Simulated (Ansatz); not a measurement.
Correlation energies of `C[O][Ge]([O]C)([O]C)[Se]C` by basis set

Cartesian coordinates in Å:
```
C -2.456 0.653 -0.941
O -1.397 0.914 -0.044
Ge -0.013 -0.176 -0.025
O -0.483 -1.818 0.423
C -1.164 -2.017 1.646
O 0.980 0.577 1.221
C 2.221 -0.010 1.549
Se 1.053 -0.378 -2.079
C 1.413 1.545 -2.235
H -3.146 1.498 -0.891
H -3.002 -0.258 -0.673
H -2.105 0.550 -1.975
H -0.567 -1.691 2.505
H -1.359 -3.087 1.744
H -2.122 -1.485 1.673
H 2.857 -0.151 0.667
H 2.731 0.662 2.242
H 2.095 -0.983 2.038
H 2.040 1.879 -1.412
H 0.480 2.103 -2.255
H 1.942 1.674 -3.178
```

The species carries charge 0 and has multiplicity 1. Correlated methods include outer-core shells of Ge, Se, which these sets cover unevenly. Scalar relativity is left out up to krypton. The structure was optimised at the PBE0-D4/def2-TZVP level. It is one conformer, not always the lowest. Frozen core, restricted reference, Ansatz 0.2.0.

| basis | HF (Eh) | MP2 corr. | CCSD corr. | (T) | CCSD(T) total |
| --- | --- | --- | --- | --- | --- |
| def2-SVP | -4857.46873 | -1.58765 | -1.65175 | -0.04632 | -4859.16680 |
| def2-TZVPP | -4858.49487 | -1.93718 | -1.98588 | -0.07803 | -4860.55878 |
| def2-QZVPP | -4858.60227 | -2.60486 | – | – | – |
